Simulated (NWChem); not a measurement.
System: AlNH2Br2; SMILES [Br][Al]([NH2])[Br]

NWChem input:

```
start job
memory heap 200 mb stack 900 mb global 1100 mb
geometry units angstroms noautoz
  Al     0.000000     0.000000     0.658826
  Br    -1.964111     0.000000    -0.458241
  Br     1.964111     0.000000    -0.458241
  N      0.000000     0.000000     2.426606
  H      0.842261     0.000000     3.005699
  H     -0.842261     0.000000     3.005699
end
basis spherical
  * library 6-31g*
end
dft
  xc xpbe96 cpbe96
  grid fine
  iterations 150
  mulliken
end
task dft gradient
```

Excerpt of the output:

```
             Northwest Computational Chemistry Package (NWChem) 7.3.0
             --------------------------------------------------------

 C2V symmetry detected

                             Geometry "geometry" -> ""
                             -------------------------

 Output coordinates in angstroms (scale by  1.889725989 to convert to a.u.)

  No.       Tag          Charge          X              Y              Z
 ---- ---------------- ---------- -------------- -------------- --------------
    1 Al                  13.0000     0.00000000     0.00000000     0.66441830
    2 Br                  35.0000    -1.96411100     0.00000000    -0.45264870
    3 Br                  35.0000     1.96411100     0.00000000    -0.45264870
    4 N                    7.0000     0.00000000     0.00000000     2.43219830
    5 H                    1.0000     0.84226100     0.00000000     3.01129130
    6 H                    1.0000    -0.84226100     0.00000000     3.01129130

 Effective nuclear repulsion energy (a.u.)     511.2401779029

      Symmetry information
      --------------------

 Group name             C2v
 Group number             16
 Group order               4
 No. of unique centers     4

  pbe96 is a nonlocal functional; adding pw91lda local functional.

                                 NWChem DFT Module
                                 -----------------

 Summary of "ao basis" -> "ao basis" (spherical)
 ------------------------------------------------------------------------------
       Tag                 Description            Shells   Functions and Types
 ---------------- ------------------------------  ------  ---------------------
 Al                          6-31g*                  8       18   4s3p1d
 Br                          6-31g*                 12       32   5s4p3d
 N                           6-31g*                  6       14   3s2p1d
 H                           6-31g*                  2        2   2s

      Symmetry analysis of basis
      --------------------------

        a1         40
        a2         12
        b1         31
        b2         17

            General Information
            -------------------
          SCF calculation type: DFT
          Wavefunction type:  closed shell.
          No. of atoms     :     6
          No. of electrons :    92
           Alpha electrons :    46
            Beta electrons :    46
          Charge           :     0
          Spin multiplicity:     1
          Use of symmetry is: on ; symmetry adaption is: on
          Maximum number of iterations: 150
          AO basis - number of functions:   100
                     number of shells:    42
          Convergence on energy requested:  1.00D-06
          Convergence on density requested:  1.00D-05
          Convergence on gradient requested:  5.00D-04

              XC Information
              --------------
          PerdewBurkeErnzerhof Exchange Functional  1.000
            Perdew 1991 LDA Correlation Functional  1.000 local
           PerdewBurkeErnz. Correlation Functional  1.000 non-local

             Grid Information
             ----------------
          Grid used for XC integration:  fine
          Radial quadrature: Mura-Knowles
          Angular quadrature: Lebedev.
          Tag              B.-S. Rad. Rad. Pts. Rad. Cut. Ang. Pts.
          ---              ---------- --------- --------- ---------
          Al                  1.25      123           9.0       770
          Br                  1.15      140          11.0       974
          N                   0.65       70          10.0       590
          H                   0.35       60          12.0       590
          Grid pruning is: on
          Number of quadrature shells:   393
          Spatial weights used:  Erf1

      Superposition of Atomic Density Guess
      -------------------------------------

 Sum of atomic energies:       -5441.32341109

      Non-variational initial energy
      ------------------------------

 Total energy =   -5442.314909
 1-e energy   =   -8593.538739
 2-e energy   =    2639.983652
 HOMO         =      -0.357852
 LUMO         =      -0.023630

      Symmetry analysis of molecular orbitals - initial
      -------------------------------------------------

  Numbering of irreducible representations:

     1 a1          2 a2          3 b1          4 b2

  Orbital symmetries:

     1 b1          2 a1          3 a1          4 b1          5 b1
     6 a1          7 b1          8 a1          9 b2         10 a2
    11 a1         12 a1         13 a1         14 b1         15 a1
    16 b1         17 a1         18 b2         19 b1         20 a2
    21 a1         22 a1         23 b1         24 a1         25 b2
    26 b1         27 a2         28 a1         29 a1         30 b2
    31 a2         32 b1         33 b1         34 b2         35 a1
    36 a1         37 b1         38 b1         39 a1         40 a1
    41 b1         42 b2         43 a1         44 a2         45 b1
    46 b2         47 a1         48 b2         49 a1         50 b1
    51 b1         52 a1         53 a1         54 b2         55 b1
    56 a1

     ---------------------------------------------
      Total Density - Mulliken Population Analysis
     ---------------------------------------------

[...]

                         DFT ENERGY GRADIENTS

    atom               coordinates                        gradient
                 x          y          z           x          y          z
   1 Al      0.000000   0.000000   1.255569    0.000000   0.000000   0.001721
   2 Br     -3.711632   0.000000  -0.855382    0.001240   0.000000   0.000726
   3 Br      3.711632   0.000000  -0.855382   -0.001240   0.000000   0.000726
   4 N       0.000000   0.000000   4.596188    0.000000   0.000000  -0.006921
   5 H       1.591643   0.000000   5.690515    0.001441   0.000000   0.001874
   6 H      -1.591643   0.000000   5.690515   -0.001441   0.000000   0.001874
```

Level: PBE/6-31G* (spherical d). The geometry was optimised at PBE-D3(BJ)/def2-SVP.
